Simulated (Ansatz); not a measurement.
Mulliken charges of `[SH][InH][SH]` from ωB97M-V/def2-TZVPP in Ansatz (PBE0-D4/def2-TZVP geometry).

```tsv
atom	x (Å)	y (Å)	z (Å)	charge (e)
S1	-1.814	-0.481	0.162	-0.356
In2	0.392	0.123	-0.505	0.531
S3	1.879	0.440	1.323	-0.354
H4	-2.278	-0.554	-1.096	0.123
H5	0.877	0.314	-2.128	-0.069
H6	0.944	0.158	2.246	0.126
```

Problem. By hand: the dipole of these point charges (1 e Å = 4.8032 D).

Solution. Σ q r = (-0.033, 0.011, -0.499) e Å, of length 0.500 e Å = 2.40 D.

Problem. How does the dipole of the full density compare? (Estimate.)

Solution. Computed: (-0.060, -0.004, -0.316) e Å, 1.55 D; the point charges give 1.55 times that, at 7° from its direction.

Point charges leave out the atoms' own dipoles, such as those of lone pairs, and Mulliken's split depends on the basis, so the two needn't agree.
